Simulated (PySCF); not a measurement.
CH₇F₂NSi₂, SMILES [Si@H](F)(N)C[SiH2]F. Atoms are numbered in the order given.

```xyz
13

N      1.4703    -0.3480    -0.8925
Si     1.1349     0.4180     0.5959
F      1.7359    -0.3740     1.8938
C     -0.7210     0.4973     0.8259
Si    -1.7138     0.3030    -0.7352
F     -1.3310    -1.1489    -1.3922
H      0.8942    -1.1159    -1.2226
H      2.3960    -0.3555    -1.3031
H      1.7992     1.7474     0.6145
H     -0.9849     1.4575     1.3025
H     -1.0196    -0.2942     1.5352
H     -3.1780     0.2655    -0.4579
H     -1.4134     1.3587    -1.7403
```
Charge 0, spin multiplicity 1.

Geometry: PBE0-D3(BJ)/def2-SVP. The structure was generated by enumeration; whether it is a known compound was not checked. Other conformers were not sampled.

These are HF/pcSseg-1 (PySCF) values and carry that method's errors.

GIAO shieldings, no solvent; atoms listed in one row are averaged. δ = σ(ref) − σ: ¹⁵N against NH3 (σ = 267.3 ppm); ²⁹Si against TMS (σ = 393.8 ppm); ¹⁹F against CFCl3 (σ = 238.5 ppm); ¹³C against TMS (σ = 192.6 ppm); ¹H against TMS (σ = 31.99 ppm), references at their B3LYP-D3(BJ)/def2-TZVP geometries, non-relativistic.

```csv
nucleus,atoms,count,δ (ppm)
¹⁵N,N1,1,32.6
²⁹Si,Si5,1,-3.1
²⁹Si,Si2,1,-17.3
¹⁹F,F3,1,-108.8
¹⁹F,F6,1,-173.9
¹³C,C4,1,-2.4
¹H,H12,1,4.97
¹H,H13,1,4.86
¹H,H9,1,4.65
¹H,H7,1,2.56
¹H,H8,1,1.72
¹H,H11,1,0.71
¹H,H10,1,-0.13
```
